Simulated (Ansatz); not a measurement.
Cost and result for the atomization energy of `[CH3][Al@H-]1[F+][Al@H-]([CH3])[F+]1` (14 atoms, 14 bonds).

Z-matrix (Å, degrees):
```
Al
F 1 1.832
Al 1 2.799 2 40.2
F 1 1.832 2 80.4 3 0.0
C 1 1.935 2 111.0 3 -108.9
H 1 1.577 2 108.3 3 106.3
C 3 1.935 1 117.9 2 90.0
H 3 1.577 1 114.4 2 -90.0
H 5 1.094 1 112.0 2 43.6
H 5 1.094 1 111.3 2 164.1
H 5 1.094 1 111.3 2 -76.8
H 7 1.094 3 111.3 1 -120.6
H 7 1.094 3 112.0 1 -0.2
H 7 1.094 3 111.3 1 120.2
```

Charge 0, multiplicity 1. The structure was optimised at the PBE0-D4/def2-TZVP level. Program: Ansatz. All runs use 4 threads of an Arm Neoverse V2 on a shared host. Times are those of one run each, without the atoms' runs, and a repeat can differ threefold. Electronic energies, without spin–orbit coupling; frozen cores. CCSD(T)/CBS adds CCSD(T) − MP2 in def2-TZVPP to the MP2 limit, and its time is that of the two runs behind it. T1 = 0.010. HSE06 is the plane-wave form, built on full-range PBE exchange.

CCSD(T)/CBS is a level of theory with its own doubt, some kJ/mol a heavy atom from the limit and from the frozen cores, so smaller differences don't rank the functionals.

```tsv
level	functions	wall time
LDA (SPW92)/def2-TZVPP	320	1.8 s
revPBE-D4/def2-TZVPP	320	2.8 s
BLYP-D4/def2-TZVPP	320	3 s
PBE-D4/def2-TZVPP (with forces)	320	3.5 s
HSE06-D4/def2-TZVPP	320	4.8 s
CAM-B3LYP-D4/def2-TZVPP	320	5.5 s
B2PLYP/def2-TZVPP	320	8 s
CCSD(T)/def2-SVP	132	12 s
B97M-V/def2-TZVPP	320	13 s
ωB97M-V/def2-TZVPP (with forces)	320	17 s
MP2/def2-QZVPP	608	35 s
CCSD(T)/def2-TZVPP	320	20 min
CCSD(T)/CBS(def2)	–	20 min
```

Problem. What atomization energy does each give, and how far from CCSD(T)/CBS? (Estimate.)

Solution. The calculation gave: 
```json
{"level": "LDA (SPW92)/def2-TZVPP", "atomization (kcal/mol)": "1366.9", "difference from CCSD(T)/CBS": "132.3", "per bond": "9.5"}
{"level": "revPBE-D4/def2-TZVPP", "atomization (kcal/mol)": "1201.7", "difference from CCSD(T)/CBS": "-32.9", "per bond": "-2.4"}
{"level": "BLYP-D4/def2-TZVPP", "atomization (kcal/mol)": "1215.3", "difference from CCSD(T)/CBS": "-19.3", "per bond": "-1.4"}
{"level": "PBE-D4/def2-TZVPP (with forces)", "atomization (kcal/mol)": "1228.4", "difference from CCSD(T)/CBS": "-6.2", "per bond": "-0.4"}
{"level": "HSE06-D4/def2-TZVPP", "atomization (kcal/mol)": "1216.8", "difference from CCSD(T)/CBS": "-17.8", "per bond": "-1.3"}
{"level": "CAM-B3LYP-D4/def2-TZVPP", "atomization (kcal/mol)": "1234.1", "difference from CCSD(T)/CBS": "-0.5", "per bond": "0.0"}
{"level": "B2PLYP/def2-TZVPP", "atomization (kcal/mol)": "1215.4", "difference from CCSD(T)/CBS": "-19.2", "per bond": "-1.4"}
{"level": "CCSD(T)/def2-SVP", "atomization (kcal/mol)": "1179.2", "difference from CCSD(T)/CBS": "-55.4", "per bond": "-4.0"}
{"level": "B97M-V/def2-TZVPP", "atomization (kcal/mol)": "1237.3", "difference from CCSD(T)/CBS": "2.7", "per bond": "0.2"}
{"level": "ωB97M-V/def2-TZVPP (with forces)", "atomization (kcal/mol)": "1231.1", "difference from CCSD(T)/CBS": "-3.5", "per bond": "-0.2"}
{"level": "MP2/def2-QZVPP", "atomization (kcal/mol)": "1239.7", "difference from CCSD(T)/CBS": "5.1", "per bond": "0.4"}
{"level": "CCSD(T)/def2-TZVPP", "atomization (kcal/mol)": "1205.2", "difference from CCSD(T)/CBS": "-29.4", "per bond": "-2.1"}
{"level": "CCSD(T)/CBS(def2)", "atomization (kcal/mol)": "1234.6", "difference from CCSD(T)/CBS": "0.0", "per bond": "0.0"}
```

From PBE to PBE0 (25 % exact exchange), in def2-TZVPP and without D4, the atomization energy moves by −10.9 kcal/mol: exact exchange takes away binding that semilocal exchange gives to molecules. Leaving LDA and LC-ωPBE aside and taking each functional with its dispersion term where it has one, the values, not all of them listed here, spread over 36.0 kcal/mol, from BHLYP-D4 to B97M-V. LDA lies +144.8 kcal/mol from PBE without D4, its usual overbinding. In def2-TZVPP, CCSD(T) changes the Hartree–Fock value by +255.8 kcal/mol (the triples alone add +12.6 kcal/mol) and MP2 by +272.2 kcal/mol; breaking electron pairs costs correlation energy, which Hartree–Fock lacks.
